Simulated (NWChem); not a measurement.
All runs are NWChem calculations. System: AuCl, charge 0, spin multiplicity 1, at a geometry optimised with PBE0/def2-SVP with def2 effective core potentials on Au. The structure started from a generated list of species. Level: G0W0@PBE/def2-SVPD with def2 effective core potentials on Au, RI basis def2-svpd-rifit, no spin-orbit coupling.

The NWChem input:

```
start mol
memory heap 200 mb stack 700 mb global 1700 mb
geometry units angstroms nocenter noautoz
  Au     0.000000     0.000000    -0.398964
  Cl     0.000000     0.000000     1.854009
  symmetry group C2v
end
basis spherical
  * library def2-svpd
end
ecp
  Au library def2-ecp
end
basis "ri basis" bse spherical
  * library def2-svpd-rifit
end
dft
  xc xpbe96 cpbe96
  iterations 100
  direct
  tolerances tight
end
task dft energy
gw
  states alpha occ 4 vir 2
end
task dft gw
```

Output (cleaned and shortened):

```
             Northwest Computational Chemistry Package (NWChem) 7.3.0
             --------------------------------------------------------

                                NWChem Input Module
                                -------------------

 Scaling coordinates for geometry "geometry" by  1.889725989
 (inverse scale =  0.529177249)

 Turning off AUTOSYM since
 SYMMETRY directive was detected!

                             Geometry "geometry" -> ""
                             -------------------------

 Output coordinates in angstroms (scale by  1.889725989 to convert to a.u.)

  No.       Tag          Charge          X              Y              Z
 ---- ---------------- ---------- -------------- -------------- --------------
    1 Au                  79.0000     0.00000000     0.00000000    -0.39896400
    2 Cl                  17.0000     0.00000000     0.00000000     1.85400900

 Effective nuclear repulsion energy (a.u.)     315.4432145466

            Nuclear Dipole moment (a.u.)
            ----------------------------
        X                 Y               Z
 ---------------- ---------------- ----------------
     0.0000000000     0.0000000000    -0.0000056692

      Symmetry information
      --------------------

 Group name             C2v
 Group number             16
 Group order               4
 No. of unique centers     2

      Symmetry unique atoms

     1    2


 Summary of "ao basis" -> "" (spherical)
 ------------------------------------------------------------------------------
       Tag                 Description            Shells   Functions and Types
 ---------------- ------------------------------  ------  ---------------------
 *                         def2-svpd                  on all atoms

 Summary of "ri basis" -> "" (spherical)
 ------------------------------------------------------------------------------
       Tag                 Description            Shells   Functions and Types
 ---------------- ------------------------------  ------  ---------------------
 *                      def2-svpd-rifit               on all atoms
[...]
           0.000000000000         538.290172519765           0.000000000000
           0.000000000000           0.000000000000           0.000000000000

     Multipole analysis of the density
     ---------------------------------

     L   x y z        total         alpha         beta         nuclear
     -   - - -        -----         -----         ----         -------
     0   0 0 0     -0.000000    -18.000000    -18.000000     36.000000

     1   1 0 0      0.000000      0.000000      0.000000      0.000000
     1   0 1 0     -0.000000     -0.000000     -0.000000      0.000000
     1   0 0 1     -1.344492    -23.290222    -23.290222     45.235953

     2   2 0 0    -26.966342    -13.483171    -13.483171      0.000000
     2   1 1 0      0.000000      0.000000      0.000000      0.000000
     2   1 0 1      0.000000      0.000000      0.000000      0.000000
     2   0 2 0    -26.966342    -13.483171    -13.483171      0.000000
     2   0 1 1      0.000000      0.000000      0.000000      0.000000
     2   0 0 2    -25.902005   -122.688403   -122.688403    219.474800

 Task  times  cpu:        2.2s     wall:        2.2s

                                NWChem Input Module
                                -------------------

                                 NWChem GW Module
                                 ----------------

                             ***********************
                             ***        GW       ***
                             ***********************

 Summary of "ri basis" -> "ri basis" (spherical)
 ------------------------------------------------------------------------------
       Tag                 Description            Shells   Functions and Types
 ---------------- ------------------------------  ------  ---------------------
 Au                     def2-svpd-rifit             35      149   9s9p8d5f3g1h
 Cl                     def2-svpd-rifit             24       78   9s6p6d3f

                 Memory Information
                 ------------------
          Available GA per process is          1700.0 MBs
          Available stack per process is        700.0 MBs
          Available heap per process is           0.0 MBs

          Peak memory in Initialization
              Peak GA per process is                  2.5 MBs
              Peak stack per process is               0.0 MBs
              Peak heap per process is                2.8 MBs
              Memory not in MA per process            0.0 MBs

          Peak memory in AFF Calculation
              Peak GA per process is                  8.2 MBs
              Peak stack per process is               4.8 MBs
              Peak heap per process is                0.0 MBs
              Memory not in MA per process            4.8 MBs

          Computing 2-center integrals
          Computing Inverse Cholesky factor
          Computing 3-center integrals
          Computing V_xc ...

          Computing Sigma_x
          Computing RPA polarizability
          Solving quasiparticle equations

                  Alpha Orbitals
          State     Energy (eV)     Error (eV)
          -----------------------------------
@GW        15        -10.899           0.002
@GW        16        -10.140           0.002
@GW        17         -9.220           0.005
@GW        18         -9.220           0.005
@GW        19         -1.894           0.002
@GW        20          1.653           0.002

   Applying  -2.3907 eV scissor-shift to rest of particle states

   Applying   2.9538 eV scissor-shift to rest of hole states

     GW Timing Statistics
   ------------------------
   Init.   :          0.1s
     ERIs  :          0.1s
     Distr.:          0.0s
     Vxc   :          0.1s
   Sigma_x :          0.0s
   RPA     :          0.1s
   Wmn     :          0.0s
   Sigma_c :          0.0s
   GW total:          0.4s

 Task  times  cpu:        0.4s     wall:        0.4s

 Total times  cpu:        2.6s     wall:        2.6s
```
